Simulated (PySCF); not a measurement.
Ge(H)3(tBu) (C4H12Ge), SMILES [C](C)(C)([GeH3])C.

Geometry: B3LYP-D3(BJ)/def2-SVP. The isomer is the one that the SMILES or the coordinates give; other isomers of the formula were not compared.

Computed with PySCF with TDA-B3LYP/def2-SVPD.

Vertical excitations; the highest root listed may be one member of a degenerate set. The molecule is in vacuum. State labels are in the subgroup Cs.

Task: List the lowest excited states. (Estimate from the structure and the level; the computed values follow.)

Result: 
| state | symmetry | energy (eV) | λ (nm) | f | main pairs |
|---|---|---|---|---|---|
| S1 | A' | 6.73 | 184 | 0.043 | HOMO→LUMO 99 % |
| S2 | A' | 7.63 | 163 | 0.391 | HOMO→LUMO+1 95 % |
| S3 | A" | 7.71 | 161 | 0.005 | HOMO→LUMO+2 (degenerate set) |
| S4 | A' | 7.71 | 161 | 0.005 | HOMO→LUMO+3 (degenerate set) |
| S5 | A' | 7.96 | 156 | 0.153 | HOMO→LUMO+4 98 % |
| S6 | A' | 8.21 | 151 | 0.060 | HOMO−2→LUMO 64 %, HOMO→LUMO+6 29 % |
| T1 | A' | 6.54 | 189 | 0 | HOMO→LUMO 86 % |
| T2 | A' | 6.72 | 185 | 0 | HOMO→LUMO+1 81 %, HOMO→LUMO 13 % |
Triplets are in the Tamm–Dancoff approximation.
